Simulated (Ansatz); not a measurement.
Born–Oppenheimer molecular dynamics of GaH4NO (7 atoms, charge 0, multiplicity 1). It starts from a relaxed structure.

Computed with Ansatz 0.2.0, RKS PBE0-D4/def2-SVP.

```
ensemble        : NVT, Langevin thermostat
time step       : 0.5 fs
steps asked     : 300
set temperature : 1000 K
friction        : 0.005 /fs
seed            : 736965
```

First frame:

```xyz
7
Properties=species:S:1:pos:R:3
Ga -0.034 0.060 -0.046
O -0.034 -0.262 1.711
H -0.896 -0.447 2.095
H 1.324 0.363 -0.730
N -1.619 0.011 -0.919
H -2.514 -0.187 -0.492
H -1.710 0.182 -1.913
```

Question: How far do the bonds stretch over the last three quarters of this one trajectory? (Pairs bonded in most of those frames.)

Answer: 
```csv
bond,mean (Å),spread (Å),shortest,longest
Ga1–O2,1.802,0.068,1.67,1.95
Ga1–H4,1.557,0.036,1.48,1.65
Ga1–N5,1.835,0.054,1.76,1.94
O2–H3,0.967,0.022,0.92,1.01
N5–H6,1.020,0.037,0.95,1.09
N5–H7,1.023,0.044,0.94,1.12
```

Mean temperature of the second half: 793 K. The mean temperature of the second half is 21 % below the set value. A run of 0.15 ps of so small a system gives no equilibrium averages.

Run time: 11 min on 1 thread of Arm Neoverse V2, with other jobs on the host, peak memory 0.15 GiB.
